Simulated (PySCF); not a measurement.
C3H8O2Si, SMILES C[C@H]1OC[Si@@H]1O.

The structure is a stationary point at B3LYP-D3(BJ)/def2-SVP. The structure was generated by enumeration; whether it is a known compound was not checked. The values are those of a single conformer.

Vertical ionisation energy (IE) and electron affinity (EA) in eV. Rows of orbital energies are one-electron estimates. Where ΔSCF, EOM or ADC give a negative EA the extra electron is unbound and the value depends on the basis.

| level | IE | EA |
|---|---|---|
| −ε(HOMO), −ε(LUMO), r2SCAN/def2-TZVP (PySCF) | [?] | [?] |
| −ε(HOMO), −ε(LUMO), PBE/def2-TZVP (PySCF) | 5.59 | 0.56 |

**Question.** Complete the blanks. (An estimate is asked for; the answer gives what the named calculation found.)

**Answer.** 
- −ε(HOMO), −ε(LUMO), r2SCAN/def2-TZVP (PySCF), IE: 5.85
- −ε(HOMO), −ε(LUMO), r2SCAN/def2-TZVP (PySCF), EA: 0.00
